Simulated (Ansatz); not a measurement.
Reaction (ligand exchange at a B–F bond): `NB(O)F` + H₂Te → `NB(O)[TeH]` + H–F

Program: Ansatz. Geometries: PBE0-D4/def2-TZVP. ΔE: electronic, gas phase. CBS: MP2 limit from def2 TZ/QZ plus the TZ coupled-cluster correction, frozen cores. This one scheme is used for every species. DFT in def2-TZVPP. B3LYP here is the variant with VWN-RPA as its local correlation; programs differ in this. def2 core potentials past Kr. For Te outer-core shells are correlated without core-valence functions, which leaves a few kJ/mol of doubt a bond. Each species was taken in one conformer, which may not be the lowest.

`NB(O)F`:

Z-matrix (Å, degrees):
```
N
B 1 1.406
H 1 1.004 2 121.1
H 1 1.003 2 124.7 3 180.0
O 2 1.363 1 125.7 3 -180.0
F 2 1.337 1 118.3 3 0.0
H 5 0.957 2 114.6 1 0.0
```

H₂Te:

```xyz
3

Te    0.747   -0.185   -0.114
H    -0.366    0.730   -0.931
H    -0.380   -0.545    1.045
```

`NB(O)[TeH]`:

Z-matrix (Å, degrees):
```
N
B 1 1.402
H 1 1.007 2 123.4
H 1 1.003 2 122.8 3 180.0
O 2 1.365 1 124.5 3 -0.0
Te 2 2.189 1 121.9 3 180.0
H 5 0.960 2 114.7 1 -0.0
H 6 1.658 2 93.6 1 -0.0
```

H–F:

Z-matrix (Å, degrees):
```
F
H 1 0.920
```

```json
{"level": "LDA (SPW92)", "ΔE (kJ/mol)": "100.6", "difference from CCSD(T)/CBS": "8.7"}
{"level": "BLYP-D4", "ΔE (kJ/mol)": "101.5", "difference from CCSD(T)/CBS": "9.6"}
{"level": "B3LYP-D4", "ΔE (kJ/mol)": "105.2", "difference from CCSD(T)/CBS": "13.3"}
{"level": "ωB97X-V", "ΔE (kJ/mol)": "105.2", "difference from CCSD(T)/CBS": "13.3"}
{"level": "ωB97M-V", "ΔE (kJ/mol)": "105.7", "difference from CCSD(T)/CBS": "13.8"}
{"level": "B2PLYP", "ΔE (kJ/mol)": "107.4", "difference from CCSD(T)/CBS": "15.5"}
{"level": "PBE-QIDH", "ΔE (kJ/mol)": "97.8", "difference from CCSD(T)/CBS": "5.9"}
{"level": "r2SCAN", "ΔE (kJ/mol)": "107.1", "difference from CCSD(T)/CBS": "15.2"}
{"level": "PBE0", "ΔE (kJ/mol)": "100.7", "difference from CCSD(T)/CBS": "8.8"}
{"level": "B3LYP", "ΔE (kJ/mol)": "114.8", "difference from CCSD(T)/CBS": "22.9"}
{"level": "r2SCAN0", "ΔE (kJ/mol)": "107.5", "difference from CCSD(T)/CBS": "15.6"}
{"level": "MP2/def2-SVP", "ΔE (kJ/mol)": "116.1", "difference from CCSD(T)/CBS": "24.2"}
{"level": "SCS-MP2/def2-TZVPP", "ΔE (kJ/mol)": "98.6", "difference from CCSD(T)/CBS": "6.7"}
{"level": "HF/def2-QZVPP", "ΔE (kJ/mol)": "132.3", "difference from CCSD(T)/CBS": "40.4"}
{"level": "HF/CBS(def2)", "ΔE (kJ/mol)": "132.3", "difference from CCSD(T)/CBS": "40.4"}
{"level": "CCSD/CBS(def2)", "ΔE (kJ/mol)": "97.3", "difference from CCSD(T)/CBS": "5.4"}
{"level": "CCSD(T)/CBS", "ΔE (kJ/mol)": "91.9", "difference from CCSD(T)/CBS": "0"}
```

Largest T1 diagnostic among the species: 0.011.

In def2-TZVPP, CCSD(T) changes the Hartree–Fock value by −31.7 kJ/mol (the triples alone add −5.5 kJ/mol) and MP2 by −43.0 kJ/mol. Leaving LDA and LC-ωPBE aside and taking each functional with its dispersion term where it has one, the values, not all of them listed here, spread over 30.2 kJ/mol, from revPBE-D4 to B97M-V. LDA lies +3.1 kJ/mol from PBE without D4.
